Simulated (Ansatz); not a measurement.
Reaction (formal exchange of groups at the Al–O bond): `[NH2][Al]([NH2])[OH]` + BH₃ → `[BH2][Al]([NH2])[NH2]` + H₂O

Calculated with Ansatz (gas phase, PBE0-D4/def2-TZVP geometries, no zero-point term in ΔE). CCSD(T)/CBS is the MP2 limit (def2-TZVPP, def2-QZVPP) plus CCSD(T) − MP2 in def2-TZVPP, frozen cores. This one scheme is used for every species. DFT in def2-TZVPP. HSE06 is defined as in plane-wave codes. One conformer a species, not always the lowest.

(1) Is it downhill or uphill in electronic energy at CCSD(T)/CBS, and by how much? (Best estimate.)

(2) What do these levels give: r2SCANh-D4, HSE06-D4, PBE-QIDH, LC-ωPBE, CCSD(T)/def2-TZVPP, HF/def2-QZVPP? (An estimate is asked.)

Largest T1 diagnostic among the species: 0.011.

## Answers

(1) Ansatz gave: Uphill: ΔE = +1.63 eV.

(2) Ansatz gave: r2SCANh-D4 1.67, HSE06-D4 1.52, PBE-QIDH 1.64, LC-ωPBE 1.62, CCSD(T)/def2-TZVPP 1.64, HF/def2-QZVPP 1.84 eV.

Leaving LDA and LC-ωPBE aside and taking each functional with its dispersion term where it has one, the values, not all of them listed here, spread over 0.30 eV, from PBE-D4 to BHLYP-D4. In def2-TZVPP, CCSD(T) changes the Hartree–Fock value by −0.19 eV (the triples alone add −0.02 eV) and MP2 by −0.08 eV. From BLYP to BHLYP (50 % exact exchange), in def2-TZVPP and without D4, ΔE moves by +0.14 eV.
